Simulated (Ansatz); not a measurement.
Start from `[NH2][InH][OH]` and change one element to get `[NH2][GaH][OH]`.

Ansatz, PBE0-D4/def2-TZVP geometries, multiplicity 1. Each molecule was computed in one conformer, which needn't be the lowest.

Elements past krypton have def2 core potentials. Scalar relativity is left out up to krypton.

```
                             property  `[NH2][InH][OH]`
  LUMO energy (B3LYP/def2-TZVPP) / eV             -1.09
   HOMO energy (PBE0/def2-TZVPP) / eV             -7.13
HOMO energy (ωB97M-V/def2-TZVPP) / eV             -9.50
 HOMO–LUMO gap (PBE0/def2-TZVPP) / eV              6.33
    LUMO energy (PBE/def2-TZVPP) / eV             -1.52
  HOMO energy (B3LYP/def2-TZVPP) / eV             -6.90
```

(1) Give the same properties after the change, and the shifts. (An estimate is asked.)

## Answers

(1) Ansatz gave: 
```json
{"property": "LUMO energy (B3LYP/def2-TZVPP) / eV", "`[NH2][GaH][OH]`": "-0.37", "shift": "0.72"}
{"property": "HOMO energy (PBE0/def2-TZVPP) / eV", "`[NH2][GaH][OH]`": "-7.40", "shift": "-0.27"}
{"property": "HOMO energy (ωB97M-V/def2-TZVPP) / eV", "`[NH2][GaH][OH]`": "-9.80", "shift": "-0.30"}
{"property": "HOMO–LUMO gap (PBE0/def2-TZVPP) / eV", "`[NH2][GaH][OH]`": "7.31", "shift": "0.98"}
{"property": "LUMO energy (PBE/def2-TZVPP) / eV", "`[NH2][GaH][OH]`": "-0.86", "shift": "0.66"}
{"property": "HOMO energy (B3LYP/def2-TZVPP) / eV", "`[NH2][GaH][OH]`": "-7.16", "shift": "-0.26"}
```

With PBE0 the HOMO falls by 0.27 eV and the LUMO rises by 0.70 eV, so the gap widens by about 0.97 eV. PBE moves the HOMO by -0.21 eV and ωB97M-V by -0.30 eV.

B3LYP here is the variant with VWN-RPA as its local correlation; programs differ in this.
